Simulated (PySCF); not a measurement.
Ionisation energy of Bi by level of theory

Bi [Xe] 4f14 5d10 6s2 6p3 (4S) → Bi⁺ [Xe] 4f14 5d10 6s2 6p2 (3P), as a difference of total energies. Computed with PySCF 2.14 in ANO-RCC-VTZP (8s7p5d3f2g, 93 functions), with scalar relativity by spin-free X2C-1e. Correlated levels: valence: [Xe] 4f14 5d10 frozen; valence and next inner shell: [Kr] 4d10 4f14 frozen. The calculations carry no spin-orbit coupling.

```tsv
method	ionisation energy (eV)
UHF	8.223
LDA	8.781
PBE	8.587
PBE0	8.660
r2SCAN	8.776
MP2 (valence)	8.572
SCS-MP2 (valence)	8.466
MP2 (valence and next inner shell)	8.772
SCS-MP2 (valence and next inner shell)	8.598
```

Problem. How much does correlation contribute at MP2 (valence and next inner shell)?

Solution. 8.772 − (8.223) = 0.549 eV, measured against UHF.

Spin-orbit coupling is strong in these open shells (close to jj coupling). The scalar numbers leave it out and a first-order estimate fails, so it can dominate the gap to the real levels.

Errors of the correlated levels include the incompleteness of this basis and the frozen core.

For comparison: 7.286 eV (measured; NIST Atomic Spectra Database, ionization energies).
